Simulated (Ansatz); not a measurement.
`N[SiH](N)[GeH3]` + H₂S → `N[SiH](N)S` + GeH₄  (cleavage of the Si–Ge bond)

Gas-phase electronic energies from Ansatz, PBE0-D4/def2-TZVP geometries. CCSD(T)/CBS is the MP2 limit (def2-TZVPP, def2-QZVPP) plus CCSD(T) − MP2 in def2-TZVPP, frozen cores. This one scheme is used for every species. Functionals use def2-TZVPP. For Ge outer-core shells are correlated without core-valence functions, which leaves a few kJ/mol of doubt a bond. Scalar relativity is left out up to krypton. Each species was taken in one conformer, which may not be the lowest.

```tsv
level	ΔE (eV)
PBE0-D4	-0.64
MP2/def2-TZVPP	-0.72
SCS-MP2/def2-TZVPP	-0.71
CCSD(T)/def2-TZVPP	-0.65
```

(1) What does CCSD(T)/CBS give? (An estimate is asked.)

Largest T1 diagnostic among the species: 0.012.

## Answers

(1) Ansatz gave: -0.66 eV. The listed levels differ from it by 0.02, -0.06, -0.05, 0.01 eV.

From PBE to PBE0 (25 % exact exchange), in def2-TZVPP and without D4, ΔE moves by −0.04 eV. In def2-TZVPP, CCSD(T) changes the Hartree–Fock value by +0.11 eV (the triples alone add −0.00 eV) and MP2 by +0.04 eV.
